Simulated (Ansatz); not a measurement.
A structure relaxed at PBE-D4/def2-SVP in Ansatz, charge 0, singlet:

```csv
atom,x (Å),y (Å),z (Å)
Ca1,0.1948,-0.9924,-1.8254
Ca2,1.6687,0.8857,0.8863
Ca3,-1.8618,0.1067,0.9384
Te4,-0.4199,1.8299,-1.0392
Te5,0.4182,-1.8299,1.0399
```

**Question.** Give its formula and point group.

**Answer.** the cluster Ca₃Te₂. Point group D3h (tolerance 0.1 Å).

**Question.** Summarise the bond lengths by kind (pairs closer than 1.2 times the sum of covalent radii, bridged metal pairs left out).

**Answer.** 6 × Ca–Te 2.99 Å.

In the def2 sets Te takes a core potential; there is no spin–orbit coupling. The structure comes from a short search, and lower isomers may exist.
